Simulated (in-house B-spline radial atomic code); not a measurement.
# RPA and G0W0 on LC-wPBE: Ne7+

Configuration [He] 2s1, highest spin, mean-field start LC-wPBE. Computed with a B-spline radial code for spherical atoms: all electrons, non-relativistic, point nucleus, each spin shell either full or empty, empty states to l = 9 with an (l + 1/2)⁻⁴ tail; G0W0 by contour deformation at full frequency.

Command:
```bash
python run_gw.py task.json out
```
Settings (radii: box in bohr, nucleus in fm):
```
Z                        10
electrons                3
configuration            [He] 2s1
hamiltonian              nr
method                   lc_wpbe
lmax                     9
spin_polarised           True
box_radius               8.41
intervals                44
ion_configuration        1s2
```

Run time, properties included: 1.3 s on 1 thread of Arm Neoverse N1, with other jobs on the host.

Energies (hartree):

```tsv
term	value
mean-field total	-102.60960
Hartree-Fock functional on these orbitals	-102.62908
direct second order	-0.16142
second-order exchange	0.10935
SOSEX correction	0.09682
```

Task: What is the RPA correlation energy, and what remains with SOSEX?

Result: RPA gives -0.14714 hartree (-1.33 eV per electron); RPA + SOSEX gives -0.050316, and the second-order doubles -0.052069 hartree (no singles). SOSEX takes back 66 % of the RPA value.

Quasi-particle levels (eV):

```tsv
level	occupied	mean field	Σx - vxc	Σc	QP weight	G0W0
2s up	yes	-231.80	-6.88	?	?	?
1s down	yes	-1091.32	-54.06	2.94	0.978	-1142.44
1s up	yes	-1093.54	-56.61	2.93	0.955	-1147.21
2s down	no	-209.88	6.94	-3.63	0.941	-206.57
```

G0W0 = mean field + (Σx - vxc) + Σc, with Σc (partial-wave tail included) taken at the quasi-particle energy.

Task: Where does G0W0 put 2s up?

Result: At -240.77 eV, with Σc = -2.09 eV and a quasi-particle weight of 0.973. The tabulated removal energy is 239.097 ± 0.0019 eV (NIST, semi-empirical).

Task: What does it cost to remove one electron (to 1s2) by differences of total energies, each species on its own start (correlation terms add to the Hartree-Fock functional)?

Result: LC-wPBE 239.65 eV, Hartree-Fock functional 238.63 eV, + RPA 240.16 eV, + RPA + SOSEX 238.76 eV, + second order 238.78 eV. Tabulated: 239.097 ± 0.0019 eV (NIST, semi-empirical).
